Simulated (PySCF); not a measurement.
Zn(Cl)2 anion (Cl₂Zn), SMILES [Cl][Zn][Cl] (connectivity only; charge and spin as stated), charge -1, multiplicity 2.

Coordinates come from a PBE0-D3(BJ)/def2-SVPD optimisation. The spin state was assumed, not searched. The isomer is the one that the SMILES or the coordinates give; other isomers of the formula were not compared.

These are IEF-PCM-B3LYP/def2-SVPD in PySCF values and carry that method's errors.

The values are the electrostatic part of the solvation free energy, E(continuum) − E(gas) at the gas-phase geometry, in a cavity of scaled van der Waals radii (PySCF's table); cavitation and dispersion terms are not included. A continuum can't describe solvent molecules that bind to the metal.

Computed values in water (ε = 78.36), tetrahydrofuran (ε = 7.43), dichloromethane (ε = 8.93):
| solvent | ε | ΔG(elec) (kcal/mol) |
|---|---|---|
| water | 78.36 | -52.5 |
| tetrahydrofuran | 7.43 | -45.3 |
| dichloromethane | 8.93 | -46.6 |
